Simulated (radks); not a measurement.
Values are calculated unless marked as measured or tabulated.
These are the eigenvalues of the occupied orbitals of an atom or ion with whole-number occupations (eV). Level of theory: non-relativistic Kohn-Sham, PBE, spin-unpolarised, spherical densities, point nucleus (a radial shooting solver on a logarithmic mesh with Libxc functionals).

| orbital | eigenvalue |
|---|---|
| 1s | -1803.094 |
| 2s | -160.1442 |
| 2p | -116.9404 |
| 3s | -28.4776 |

Which element is it, and in what charge state? The configuration may be excited.

Answer. Z = 14, silicon, charge +2: Si2+ in [Ne] 3s2. The list shows which subshells hold electrons but not how many an open one holds; the 1s level, -66.262 hartree, gives Z - s = 11.5 by -(Z - s)^2/2, which with screening narrows Z to a few neighbours, and the depths of the outer levels then fix element, charge and occupations together.
